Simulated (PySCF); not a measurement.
H4Si2, SMILES [SiH][SiH3] (connectivity only; charge and spin as stated), charge +1, multiplicity 2. Atoms are numbered in the order given.

```xyz
6

Si    -0.0083     1.0579     0.7189
H     -0.3225     2.3500     0.0042
Si     0.0320    -0.9676    -0.5575
H      0.9310    -0.5822    -1.6853
H     -1.4255    -0.9618    -0.9021
H      0.4847    -2.0703     0.3237
```
Charge +1, spin multiplicity 2.

Geometry: PBE-D3(BJ)/def2-TZVP. The spin state was assumed, not searched. The isomer is the one that the SMILES or the coordinates give; other isomers of the formula were not compared.

Method: PBE0/pcH-1 run with PySCF.

Unrestricted Kohn–Sham, ⟨S²⟩ = 0.753. Hyperfine tensors hold the contact and dipolar terms, without spin-orbit corrections.

Computed hyperfine couplings:
```json
[
 {"nucleus": "29Si no. 1", "A(iso) (MHz)": "-428.4", "A(iso) (G)": "-152.9", "dipolar principal values (MHz)": "-184.9, 90.9, 93.9"},
 {"nucleus": "1H no. 2", "A(iso) (MHz)": "72.6", "A(iso) (G)": "25.9", "dipolar principal values (MHz)": "-9.2, 0.1, 9.1"},
 {"nucleus": "29Si no. 3", "A(iso) (MHz)": "-21.2", "A(iso) (G)": "-7.6", "dipolar principal values (MHz)": "-41.0, 19.4, 21.6"},
 {"nucleus": "1H no. 4", "A(iso) (MHz)": "43.1", "A(iso) (G)": "15.4", "dipolar principal values (MHz)": "-4.0, 1.2, 2.7"},
 {"nucleus": "1H no. 5", "A(iso) (MHz)": "24.9", "A(iso) (G)": "8.9", "dipolar principal values (MHz)": "-3.8, 0.7, 3.1"},
 {"nucleus": "1H no. 6", "A(iso) (MHz)": "-10.9", "A(iso) (G)": "-3.9", "dipolar principal values (MHz)": "-3.1, -1.4, 4.5"}
]
```

Problem. And the g tensor (effective nuclear charges for spin-orbit coupling, GIAO)? (An estimate is asked for; the answer gives what the named calculation found.)

Solution. principal values 1.9739, 2.0027, 2.0082; isotropic 1.9949.
